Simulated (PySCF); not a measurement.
arsine cation (AsH3), SMILES [AsH3] (connectivity only; charge and spin as stated), charge +1, multiplicity 2.

The structure is a stationary point at r2SCAN-D4/def2-TZVPD. The spin state was assumed, not searched.

Two levels are set side by side: PBE/def2-TZVPD (PySCF) and CAM-B3LYP/def2-TZVPD (PySCF). Same geometry, gas phase. Differences are taken from unrounded values.

```tsv
quantity	CAM-B3LYP
α-spin orbital gap (eV)	10.96
β-spin orbital gap (eV)	9.78
mean polarisability (bohr³)	23.6
```

Problem. What does PBE give, and how far is it from CAM-B3LYP? (Estimate from the structure and the level; the computed values follow.)

Solution. 
```tsv
quantity	PBE	PBE minus CAM-B3LYP
α-spin orbital gap (eV)	6.41	-4.54
β-spin orbital gap (eV)	4.91	-4.87
mean polarisability (bohr³)	23.9	0.3
```

Rough cost on one machine, each run with all the roots and properties that it gave: CAM-B3LYP against PBE within a factor of 2.
